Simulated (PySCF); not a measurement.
p-cresol, C₇H₈O, SMILES Cc1ccc(O)cc1 at its GFN2-xTB optimised geometry (Å):

```
16

C      1.4685    -2.0588    -0.0165
C      0.7113    -0.7649     0.0044
C     -0.6764    -0.7521     0.0038
C     -1.3791     0.4392     0.0020
C     -0.6980     1.6493     0.0000
O     -1.3468     2.8482     0.0000
C      0.6926     1.6493     0.0000
C      1.3814     0.4531     0.0019
H      2.4287    -1.9534     0.4831
H      0.9016    -2.8482     0.4718
H      1.6566    -2.3663    -1.0460
H     -1.2199    -1.6862     0.0062
H     -2.4618     0.4310     0.0036
H     -2.3001     2.7010     0.0015
H      1.2119     2.5945     0.0001
H      2.4618     0.4653     0.0027
```

Level of theory: B3LYP/def2-TZVP (PySCF 2.14.0).

Map of the HOMO amplitude (bohr^(-3/2)) on the plane z = 0.6 Å; orbital energy -6.05 eV, overall sign arbitrary:

```
|===========================|
|===========================|
|===========================|
|========++++===============|
|=======++**++==============|
|======++*%%*+==============|
|======++*%%+==--===========|
|=======++*+=-----==========|
|==========-.....:-=========|
|=========-.  ...-==========|
|========-:...::-===========|
|=======-:..:--==++++=======|
|=======-:..-==++**++=======|
|========---=++*##*++=======|
|===========+*#%%#*++=======|
|==========+###@@%*+========|
|=========++**##%#+=========|
|=========++++***+==-=======|
|==========+++++==----======|
|================-----======|
|===============-----=======|
|===============---=========|
|===========================|
|===========================|
|===========================|
|===========================|
|===========================|
```
Scale: ten equal steps from -0.136 (start of ' ') to 0.155 (end of '@'), in the order ' .:-=+*#%@'; x runs from -5.00 to 5.00, y from -5.00 (bottom) to 5.00 (top).
